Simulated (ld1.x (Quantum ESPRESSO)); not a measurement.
**Rb (Z = 37) TM semilocal: all-electron and pseudo phase curves**

ld1.x (Quantum ESPRESSO) 7.5 input, shortened:

```
&input
   title='Rb', zed=37., rel=1, dft='BLYP', iswitch=3,
   config='[Kr] 4d-2 5s1 5p0'
 /
 &inputp
   pseudotype=1, tm=.true., lloc=2,
   nlcc=.false.
 /
3
4S  1  0   2.00   0.00  2.40  2.40  0.0
4P  2  1   6.00   0.00  1.70  1.70  0.0
4D  3  2  -2.00   0.25  1.85  1.85  0.0
 &test
   configts(1)='4s2 4p6 5s1 5p0'
 /
```

Occupied shells without a wave of their own: 5s. They enter only through the test configuration that unscreens the potential.

The phase is arctan(r·u′/u) with u = r·R(r), unwrapped; energies in Ry, scanned from -4 to 5 Ry. A pole is an energy at which the radial function vanishes at the test radius. The pseudo phase is shifted by a multiple of π to meet the all-electron one at the reference energy, and phase errors are pseudo minus all-electron; the curves can meet again beyond the range given. Levels narrower than the energy grid can be missing from the lists of poles.

```json
{"channel": "s", "radius (bohr)": "2.61", "reference energy (Ry)": "-2.33", "poles, all-electron": "-2.08, 4.86", "poles, pseudo": "-2.09, 2.87", "unbroken range about the reference energy with phases within 0.05 rad": "below -0.6", "phase error 1 Ry above the reference energy (rad)": "-0.018"}
{"channel": "p", "radius (bohr)": "2.61", "reference energy (Ry)": "-1.15", "poles, all-electron": "-0.67", "poles, pseudo": "-0.67", "unbroken range about the reference energy with phases within 0.05 rad": "below 1.8", "phase error 1 Ry above the reference energy (rad)": "-0.001"}
{"channel": "d", "radius (bohr)": "2.61", "reference energy (Ry)": "0.25", "poles, all-electron": "1.63", "poles, pseudo": "1.62", "unbroken range about the reference energy with phases within 0.05 rad": "below 3.9", "phase error 1 Ry above the reference energy (rad)": "-0.001"}
```

The potential misses its own reference levels by up to 0.4 eV.

Phases in the d channel:

```tsv
E (Ry)	all-electron	pseudo
-4.00	1.377	1.377
-3.52	1.364	1.364
-3.04	1.347	1.347
-2.56	1.326	1.326
-2.08	1.298	1.298
-1.60	1.257	1.257
-1.12	1.191	1.191
-0.64	1.065	1.065
-0.16	0.723	0.723
0.32	-0.449	-0.449
0.80	-1.252	-1.252
1.28	-1.484	-1.485
1.76	-1.596	-1.597
2.24	-1.675	-1.678
2.72	-1.752	-1.758
3.20	-1.851	-1.862
3.68	-2.023	-2.053
4.16	-2.458	-2.567
4.64	-3.546	-3.708
```
